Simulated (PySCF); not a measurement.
Si(Cl)(F)(SeH)2 (ClFH₂Se₂Si), SMILES F[Si](Cl)([SeH])[SeH].

The structure is a stationary point at ωB97X-D3(BJ)/def2-SVP. Other conformers were not sampled.

These are PySCF with TDDFT-PBE0/def2-SVPD values and carry that method's errors.

Vertical excitations. Gas-phase values at a fixed geometry.

```csv
state,energy (eV),λ (nm),f,main pairs
S1,5.12,242,0.015,HOMO→LUMO 92 %
S2,5.44,228,0.005,HOMO−1→LUMO 82 %
S3,5.82,213,0.043,HOMO→LUMO+1 91 %
S4,5.95,208,0.004,"HOMO→LUMO+2 66 %, HOMO−1→LUMO+1 18 %, HOMO−1→LUMO 13 %"
S5,6.31,197,0.052,"HOMO−1→LUMO+1 72 %, HOMO→LUMO+2 17 %"
S6,6.45,192,0.011,HOMO−1→LUMO+2 87 %
S7,6.58,188,0.001,"HOMO→LUMO+3 71 %, HOMO→LUMO+4 16 %"
S8,6.79,183,0.003,"HOMO−2→LUMO 54 %, HOMO→LUMO+5 28 %, HOMO−1→LUMO+3 12 %"
S9,6.84,181,0.018,"HOMO−1→LUMO+3 45 %, HOMO→LUMO+5 33 %, HOMO−1→LUMO+4 7 %"
S10,6.91,179,0.007,"HOMO→LUMO+4 66 %, HOMO→LUMO+3 13 %"
T1,4.69,265,0,HOMO→LUMO 92 %
T2,5.03,246,0,"HOMO−1→LUMO 75 %, HOMO→LUMO+2 16 %"
T3,5.42,229,0,"HOMO→LUMO+1 74 %, HOMO−1→LUMO+2 16 %"
T4,5.54,224,0,"HOMO→LUMO+2 46 %, HOMO−1→LUMO+1 28 %, HOMO−1→LUMO 16 %"
```
Triplets are in the Tamm–Dancoff approximation, which puts them higher than full response would, so one can lie above its singlet here.
